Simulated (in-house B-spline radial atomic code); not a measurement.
Ru2+ is squeezed into an impenetrable sphere of radius R (the orbitals vanish at R). Level of theory: Dirac-Kohn-Sham LDA VWN5, spherical fractional occupations, Fermi nucleus of rms radius 4.4809 fm; calculated with a B-spline radial code for spherical atoms.

Energies in eV above the free ion in [Kr] 4d6:

| R (bohr) | highest level (eV) | [Kr] 4d6 | [Ar] 3d10 4s2 4p5 4d6 4f1 | [Ar] 3d10 4s2 4p5 4d7 |
| --- | --- | --- | --- | --- |
| 9.98 | -24.2 | 0 | 66.25 | 42.48 |
| 6.92 | -24.2 | 0.002562 | 67.48 | 42.48 |
| 5.33 | -24.1 | 0.0907 | 70.01 | 42.56 |
| 4.5 | -23.7 | 0.5438 | 73.06 | 43.01 |
| 3.79 | -22.3 | 2.452 | 78.58 | 44.97 |
| 2.82 | -15 | 20.5 | 106 | 64.15 |
| 2.43 | -6.15 | 52.42 | 144.8 | 97.9 |
| 2.05 | 12.6 | 142.4 | 244.5 | 191.7 |
| 1.7 | 51.7 | 390.3 | 504.1 | 446.4 |
| 1.34 | 152 | 1226 | 1346 | 1293 |

**Question.** Does [Ar] 3d10 4s2 4p5 4d6 4f1 fall below [Kr] 4d6 under compression?

**Answer.** No, it stays above over the whole range.

**Question.** Does [Ar] 3d10 4s2 4p5 4d7 fall below [Kr] 4d6 under compression?

**Answer.** No, it stays above over the whole range.

The highest level is first positive in the row R = 2.05 bohr, pushed up by confinement above the zero of the free ion's potential. Each configuration is held fixed and needn't be the lowest in the sphere.
